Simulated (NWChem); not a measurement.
Molecule: SiH$_{4}$O$_{3}$; SMILES O[SiH](O)O

```xyz
8

Si     0.0780    -0.0053     0.4813
O     -1.3474     0.1970    -0.3444
O      0.5815    -1.5225     0.0660
O      1.2548     1.0760     0.0748
H     -0.1230     0.1912     1.9353
H     -1.8668     0.9796    -0.1403
H     -0.1096    -2.1090    -0.2555
H      1.6778     0.9361    -0.7784
```
Atoms are numbered in this order, from 1.

Level: PBE0/def2-SVP (NWChem), optimised geometry, unscaled harmonic frequencies. 

**Question.** List the harmonic frequencies with IR intensities, and the thermochemistry.

**Answer.** 
```json
[
 {"frequency (cm⁻¹)": "166", "IR intensity (km/mol)": "167.7"},
 {"frequency (cm⁻¹)": "226", "IR intensity (km/mol)": "13.9"},
 {"frequency (cm⁻¹)": "245", "IR intensity (km/mol)": "46.9"},
 {"frequency (cm⁻¹)": "307", "IR intensity (km/mol)": "28.0"},
 {"frequency (cm⁻¹)": "370", "IR intensity (km/mol)": "95.1"},
 {"frequency (cm⁻¹)": "389", "IR intensity (km/mol)": "119.6"},
 {"frequency (cm⁻¹)": "748", "IR intensity (km/mol)": "119.1"},
 {"frequency (cm⁻¹)": "781", "IR intensity (km/mol)": "48.2"},
 {"frequency (cm⁻¹)": "804", "IR intensity (km/mol)": "182.4"},
 {"frequency (cm⁻¹)": "839", "IR intensity (km/mol)": "62.5"},
 {"frequency (cm⁻¹)": "853", "IR intensity (km/mol)": "98.4"},
 {"frequency (cm⁻¹)": "910", "IR intensity (km/mol)": "55.4"},
 {"frequency (cm⁻¹)": "977", "IR intensity (km/mol)": "261.0"},
 {"frequency (cm⁻¹)": "996", "IR intensity (km/mol)": "299.9"},
 {"frequency (cm⁻¹)": "2301", "IR intensity (km/mol)": "144.1"},
 {"frequency (cm⁻¹)": "3925", "IR intensity (km/mol)": "106.6"},
 {"frequency (cm⁻¹)": "3936", "IR intensity (km/mol)": "111.1"},
 {"frequency (cm⁻¹)": "3941", "IR intensity (km/mol)": "92.4"}
]
```

```yaml
zero_point_energy: 32.5 kcal/mol
thermal correction to the enthalpy at 298.15 K (with zero-point energy): 36.8 kcal/mol
heat capacity Cv: 20.6 cal/(mol K)
entropy at 298.15 K and 1 atm (symmetry number 1): 75.0 cal/(mol K)
dipole_moment: 1.72 D
```

Rigid rotor and harmonic oscillator.
